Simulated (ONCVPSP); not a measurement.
**chromium ONCV: all-electron and pseudo phase curves**

* Element: Cr
* Generator: ONCVPSP 4.0.1
* Type: optimised norm-conserving Vanderbilt (ONCV)
* Functional: PBEsol
* Relativity: fully relativistic
* Frozen core: [Ne]
* Valence charge: 14
* Reference configuration: 3s2 3p6 3d5 4s1
* Partial waves: 3s+4s: rc 1.45 bohr, ncon 4, nbas 8, qcut 8.8 1/bohr, 2 projectors; 3p: rc 1.45 bohr, ncon 4, nbas 7, qcut 9.5 1/bohr, 2 projectors, debl 0.7 Ha; 3d: rc 1.85 bohr, ncon 4, nbas 8, qcut 7.5 1/bohr, 2 projectors, debl 3.8 Ha; f scattering state at 0.29 Ha: rc 1.90 bohr, ncon 3, nbas 6, qcut 5.6 1/bohr, 3 projectors, debl 2.1 Ha
* Local potential: polynomial inside 1.15 bohr (lpopt 4, dvloc0 0 Ha)
* Core correction: none

Open shells are filled in proportion to 2j + 1.

In the p channel the program set the typed energies aside and used -1.653, 0.250 Ha (j = l + 1/2; the other j can differ).

The phase is arctan(r·R′/R) of the radial function R(r), unwrapped; energies in Ha, scanned from -4 to 5 Ha. A pole is an energy at which the radial function vanishes at the test radius. The pseudo phase is shifted by a multiple of π to meet the all-electron one at the reference energy, and phase errors are pseudo minus all-electron; the curves can meet again beyond the range given. Levels narrower than the energy grid can be missing from the lists of poles.

```
channel  radius (bohr)  reference energy (Ha)  poles, all-electron  poles, pseudo  unbroken range about the reference energy with phases within 0.05 rad  phase error 1 Ha above the reference energy (rad)
      s           1.47                  -0.15                -2.12          -2.12                                                        the whole range                                             +0.000
   p3/2           1.47                  -1.65                -0.92          -0.92                                                        the whole range                                             -0.000
   p1/2           1.47                  -1.69                -0.98          -0.98                                                        the whole range                                             -0.000
   d5/2           1.88                  -0.11           0.29, 4.93     0.29, 4.97                                                        the whole range                                             +0.007
   d3/2           1.88                  -0.11           0.28, 4.92     0.29, 4.96                                                        the whole range                                             +0.007
   f7/2           1.93                   0.29                 4.01           4.01                                                        the whole range                                             -0.000
   f5/2           1.93                   0.29                 4.01           4.01                                                        the whole range                                             -0.000
```

Phases in the d3/2 channel:

```
E (Ha)  all-electron  pseudo
 -3.98         1.341   1.341
 -3.74         1.332   1.333
 -3.50         1.323   1.323
 -3.26         1.311   1.312
 -3.02         1.298   1.299
 -2.78         1.284   1.284
 -2.54         1.266   1.267
 -2.30         1.246   1.246
 -2.06         1.220   1.221
 -1.82         1.188   1.189
 -1.58         1.145   1.147
 -1.34         1.086   1.088
 -1.10         0.996   0.999
 -0.86         0.841   0.844
 -0.62         0.512   0.517
 -0.38        -0.240  -0.238
 -0.14        -1.045  -1.045
  0.10        -1.417  -1.416
  0.34        -1.608  -1.606
  0.58        -1.741  -1.738
  0.82        -1.864  -1.858
  1.06        -2.006  -1.996
  1.30        -2.206  -2.189
  1.54        -2.529  -2.499
  1.78        -3.044  -3.003
  2.02        -3.607  -3.577
  2.26        -3.988  -3.972
  2.50        -4.208  -4.200
  2.74        -4.342  -4.339
  2.98        -4.431  -4.430
  3.22        -4.495  -4.495
  3.46        -4.544  -4.544
  3.70        -4.583  -4.583
  3.94        -4.615  -4.615
  4.18        -4.642  -4.642
  4.42        -4.667  -4.666
  4.66        -4.689  -4.688
  4.90        -4.710  -4.708
```
